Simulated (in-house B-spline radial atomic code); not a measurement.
Configurations of Ni⁶⁺, with energies counted from [Ar] (3d3/2)4. Computed with an all-electron radial atomic-structure program (B-spline basis): Dirac-Hartree-Fock, average of each configuration as written, Fermi nucleus of rms radius 3.7757 fm. Energies include first-order Breit, QED and recoil terms.

Occupations are held fixed; configurations that lie above the ionisation limit could autoionise.

```
                                   configuration  E - E(ref) (eV)  highest orbital  its <r> (bohr)
                          [Ar] (3d3/2)2 (3d5/2)2           2.1644            3d5/2          0.7558
                          [Ar] (3d5/2)3 (4p3/2)1           58.643            4p3/2           1.854
                 [Ar] (3d3/2)1 (3d5/2)2 (5p3/2)1           91.752            5p3/2           3.394
                          [Ar] (3d5/2)3 (5f7/2)1           105.12            5f7/2           4.296
[Ne] 3s2 (3p1/2)2 (3p3/2)3 (3d3/2)2 (3d5/2)2 5s1           154.06            5s1/2           3.152
    [Ne] 3s2 (3p1/2)2 (3p3/2)3 (3d5/2)4 (4f5/2)1           159.64            4f5/2           2.453
    [Ne] 3s2 (3p1/2)2 (3p3/2)3 (3d3/2)4 (6g9/2)1           176.63            6g9/2           6.273
[Ne] 3s2 (3p1/2)1 (3p3/2)4 (3d3/2)3 (3d5/2)1 6s1           176.79            6s1/2           5.012
```

Problem. Order these further configurations by energy, lowest first.
A. [Ne] 3s2 (3p1/2)2 (3p3/2)3 (3d3/2)1 (3d5/2)3 7s1
B. [Ne] 3s2 (3p1/2)1 (3p3/2)4 (3d3/2)4 (3d5/2)1
C. [Ar] (3d5/2)3 (6f5/2)1
D. [Ar] (3d5/2)3 5s1
E. [Ne] 3s2 (3p1/2)1 (3p3/2)4 (3d5/2)4 (4p3/2)1

Solution. B (76.538 eV), D (86.745 eV), C (113.64 eV), E (124.82 eV), A (181.73 eV).

Problem. How far above the reference does [Ar] (3d3/2)2 (3d5/2)1 (5g7/2)1 lie?

Solution. 105.54 eV; its least bound orbital is 5g7/2 with <r> = 3.92 bohr.

Problem. How far above the reference does [Ar] (3d3/2)1 (3d5/2)3 lie?

Solution. 2.3936 eV; its least bound orbital is 3d3/2 with <r> = 0.7536 bohr.

Problem. How far above the reference does [Ar] (3d3/2)1 (3d5/2)2 (6p3/2)1 lie?

Solution. 106.53 eV; its least bound orbital is 6p3/2 with <r> = 5.353 bohr.
